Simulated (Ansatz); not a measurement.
Saddle point of BH₂SF₃, singlet (BHSF₂ ([F][B]([F])[SH]) + HF → BF₃ ([F][B]([F])[F]) + H₂S; bonds formed: B1–F6, S2–H5; bonds broken: B1–S2, H5–F6), PBE0-D4/def2-TZVP structure:

```json
{"atom": "B1", "x (Å)": "-0.5994", "y (Å)": "-0.1670", "z (Å)": "-0.3079"}
{"atom": "S2", "x (Å)": "0.9073", "y (Å)": "1.1253", "z (Å)": "-0.1397"}
{"atom": "F3", "x (Å)": "-0.3368", "y (Å)": "-1.2459", "z (Å)": "-1.0402"}
{"atom": "F4", "x (Å)": "-1.7791", "y (Å)": "0.4329", "z (Å)": "-0.4287"}
{"atom": "H5", "x (Å)": "0.3884", "y (Å)": "0.1986", "z (Å)": "1.1623"}
{"atom": "F6", "x (Å)": "-0.4288", "y (Å)": "-0.5755", "z (Å)": "1.2414"}
{"atom": "H7", "x (Å)": "1.8484", "y (Å)": "0.2314", "z (Å)": "-0.4873"}
```

Energies are electronic, without zero-point energy. Barriers and step energies count from the start structure reached by relaxing down the imaginary mode; all methods use the PBE0-D4 structures, on which another method's saddle can fall below an end. Ansatz 0.2.0; basis: def2-TZVPP, with def2-QZVPP for the basis limit; cores frozen in the correlated methods. B3LYP uses VWN-RPA correlation. Extrapolation: Hartree–Fock as exp(−7.88 √X), correlation as X^−2.97.

| method | barrier (kJ/mol) | step energy (kJ/mol) |
| --- | --- | --- |
| SPW92 | 5.1 | -75.7 |
| PBE-D4 | 42.6 | -68.6 |
| BLYP-D4 | ? | -77.6 |
| r2SCAN-D4 | 43.8 | -82.5 |
| B97M-V | ? | -85.7 |
| PBE0-D4 | 53.7 | -75.0 |
| B3LYP-D4 | 65.8 | -82.8 |
| r2SCAN0-D4 | 53.3 | -85.4 |
| BHLYP-D4 | 78.1 | -91.6 |
| CAM-B3LYP-D4 | 60.9 | -87.4 |
| wB97X-V | 59.9 | -82.1 |
| wB97M-V | 56.7 | -84.8 |
| B2PLYP | 67.2 | -82.6 |
| PBE-QIDH | 60.6 | -79.7 |
| RPA on PBE | 63.2 | -85.4 |
| HF | 120.2 | -103.0 |
| MP2 | ? | -79.3 |
| CCSD | 76.3 | -88.0 |
| CCSD(T) | 66.9 | -84.5 |

Task: Fill in the withheld barriers. (An estimate is asked for; the value comes from the calculation.)

Result: By the calculation: BLYP-D4 59.6; B97M-V 62.6; MP2 62.7 kJ/mol. Each is the energy of the saddle less that of the start structure, by the same method.

For comparison, the barrier by CCSD(T) at an estimated basis limit (MP2 extrapolated from triple and quadruple zeta, plus CCSD(T) − MP2 in triple zeta) is 69.8 kJ/mol.

The T1 diagnostic stays at or below 0.013.

Labels in which every atom is bracketed show which atoms are joined, not bond orders.

For scale, one of the runs: CCSD(T)/def2-TZVPP, 194 basis functions, launched by `ansatz run in.yaml --threads 4 --pin off --events-out ev --progress --plain --max-ram 9574MiB`. Time: 44 s of wall clock on 4 CPU threads of an Arm Neoverse V2; the host was shared. Peak host memory: 2.4 GiB.
